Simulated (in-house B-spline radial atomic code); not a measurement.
# Ionising Ru³⁺ with different functionals

Computed with an all-electron radial atomic-structure program (B-spline basis): four-component Dirac-Coulomb Hamiltonian, Fermi nucleus of rms radius 4.4809 fm, spin-restricted, spherical fractional occupations for the functionals. The ionisation energy is the difference of two self-consistent energies, [Kr] 4d5 → [Kr] 4d4, without Breit or QED terms; ε is the level of the shell that loses the electron (mean over j). The electron is taken from both j subshells in proportion to 2j + 1, so the result is a j average, not the step between ground levels.

Hybrids are left out here: with spherical fractional occupations of an open shell their exact exchange keeps a self-interaction that integer-occupation calculations don't have.

```json
{"method": "LDA VWN5", "rung": "LDA", "ΔSCF (eV)": "44.72", "-ε(4d) (eV)": "37.57"}
{"method": "relativistic LDA", "rung": "LDA", "ΔSCF (eV)": "44.74", "-ε(4d) (eV)": "37.58"}
{"method": "LDA PW92", "rung": "LDA", "ΔSCF (eV)": "44.71", "-ε(4d) (eV)": "37.56"}
{"method": "LDA exchange-only", "rung": "LDA", "ΔSCF (eV)": "43.10", "-ε(4d) (eV)": "35.99"}
{"method": "PBE", "rung": "GGA", "ΔSCF (eV)": "44.51", "-ε(4d) (eV)": "37.35"}
{"method": "PBEsol", "rung": "GGA", "ΔSCF (eV)": "44.48", "-ε(4d) (eV)": "37.33"}
{"method": "BLYP", "rung": "GGA", "ΔSCF (eV)": "44.38", "-ε(4d) (eV)": "37.23"}
{"method": "RPBE", "rung": "GGA", "ΔSCF (eV)": "44.45", "-ε(4d) (eV)": "37.28"}
{"method": "PW91", "rung": "GGA", "ΔSCF (eV)": "44.58", "-ε(4d) (eV)": "37.42"}
{"method": "BP86", "rung": "GGA", "ΔSCF (eV)": "44.58", "-ε(4d) (eV)": "37.42"}
{"method": "AM05", "rung": "GGA", "ΔSCF (eV)": "44.48", "-ε(4d) (eV)": "37.32"}
{"method": "OLYP", "rung": "GGA", "ΔSCF (eV)": "44.63", "-ε(4d) (eV)": "37.43"}
```

Q: How do they compare with the NIST value?

A: NIST lists 45 eV ± 1.7 (tabulated theory, ground level to ground level). Errors run from -1.90 to -0.26 eV; all lie within about twice that uncertainty, so the table can't rank the methods.
